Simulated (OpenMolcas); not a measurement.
**Computed levels of Ar+**

```json
{
  "Program": "OpenMolcas 26.06",
  "Method": "SS-CASPT2, IPEA 0.25 Eh, imaginary shift 0.1 Eh (closed shells correlated: 2s 2p)",
  "Basis": "ANO-RCC-VQZP [6s5p3d2f1g]",
  "Scalar Hamiltonian": "DKH2, point nucleus",
  "Active space": "7 electrons in 4 orbitals (3s 3p)",
  "State averaging": "2S+1 = 2 odd, 3 roots; 2S+1 = 2 even, 1 root",
  "Spin-orbit coupling": "state interaction with AMFI integrals over the reference wave functions, term energies averaged over their components"
}
```

With spin-orbit coupling, above the lowest level:

| Configuration | Term | J | E (cm⁻¹) | Measured (cm⁻¹) | g | Term weight % |
| --- | --- | --- | --- | --- | --- | --- |
| 3s² 3p⁵ | ²P° | 3/2 | 0.0 | 0.0 | 1.334 | 100 |
| 3s² 3p⁵ | ²P° | 1/2 | 1350 | 1432 | 0.666 | 100 |
| 3s 3p⁶ | ²S | 1/2 | 126487 | 108722 | 2.002 | 100 |

Against the 2 measured excited levels shown (NIST Handbook of Basic Atomic Spectroscopic Data) the mean absolute deviation is 8900 cm-1; the largest miss in energy is 3s 3p⁶ ²S_1/2: computed 126487, measured 108722 cm⁻¹ (+16.3 %).

Spin-orbit coupling puts the lowest level 450 cm⁻¹ below the lowest spin-free term.

Over all roots computed the reference weight is 0.86 to 0.95; the roots of lowest weight are the least certain, and an intruder state may touch them. Computed and measured levels are paired by configuration, term and J; levels that our copy of the source lacks, or whose pairing is in doubt (as where it misses far off the trend of its configuration), stay unpaired and out of the deviations. Only configurations of the active space appear.

The term weight is that of the spin-free term in the level, not the purity of its configuration. ° marks odd parity.
